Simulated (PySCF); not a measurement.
C2H13NSi3, singlet, at a GFN2-xTB geometry, atoms displaced at random by about 0.03 Å a coordinate; PBE0/STO-3G, gradient in PySCF.

Input for PySCF:
```python
from pyscf import gto, scf, dft

mol = gto.Mole()
mol.atom = '''
    Si    1.70772112    0.13267977   -0.51362536
    C     2.76445370   -1.22629661   -1.44949012
    C     2.24202776   -0.04935417    1.30244106
    Si   -0.53488457   -0.23659444   -0.77263099
    Si   -1.87711730    0.49801724    0.90584756
    N    -3.54939570    0.62268268    0.65057749
    H     2.21334610    1.44736609   -1.00066636
    H     3.81872292   -1.08920656   -1.27705959
    H     2.55314397   -1.16174184   -2.48125219
    H     2.51946307   -2.21667512   -1.11373350
    H     3.30158500    0.11787265    1.49834966
    H     1.67615036    0.66279902    1.92554625
    H     1.95257787   -1.04059041    1.73226333
    H    -0.80192485   -1.68222973   -0.94282023
    H    -0.99795003    0.33869649   -2.03266783
    H    -1.60504574    1.84242247    1.29016606
    H    -1.77679035   -0.29195315    2.21631077
    H    -4.08868522   -0.31358306    0.58320562
    H    -3.95716305    1.28908432   -0.02090443
'''
mol.basis = 'sto-3g'
mol.verbose = 3
mol.build()

mf = dft.RKS(mol)
mf.xc = 'pbe0'
mf.grids.level = 0
mf.kernel()
g = mf.nuc_grad_method()
g.grid_response = True
grad = g.kernel()
```

It wrote (shortened):

```
converged SCF energy = -995.117233225246
--------------- RKS gradients ---------------
         x                y                z
0 Si    -0.0353816692     0.0207584563     0.0057855864
1 C     0.0276405729    -0.0335190136    -0.0381316932
2 C     0.0312152000     0.0059009140    -0.0093386825
3 Si     0.0005895142     0.0119306886     0.0075805330
4 Si    -0.0219351640     0.0106575206    -0.0429254317
5 N     0.0578166121     0.0513580868    -0.0005513593
6 H     0.0127208989     0.0161963699    -0.0063885743
7 H    -0.0137367252    -0.0064890110    -0.0006795143
8 H     0.0014919757    -0.0001056864     0.0359354890
9 H     0.0070625880     0.0156604283    -0.0054136736
10 H    -0.0042213697     0.0001242560     0.0047517616
11 H    -0.0058647210    -0.0022456267     0.0023192697
12 H    -0.0097777906    -0.0110218542     0.0115060283
13 H    -0.0066210376    -0.0155674178    -0.0030423998
14 H    -0.0040562975     0.0004991062    -0.0076614157
15 H    -0.0140266273    -0.0102564820     0.0017821265
16 H    -0.0032310709    -0.0120687468     0.0355333078
17 H    -0.0183826329    -0.0395859317     0.0019277072
18 H    -0.0013022558    -0.0022260565     0.0070109346
----------------------------------------------
```
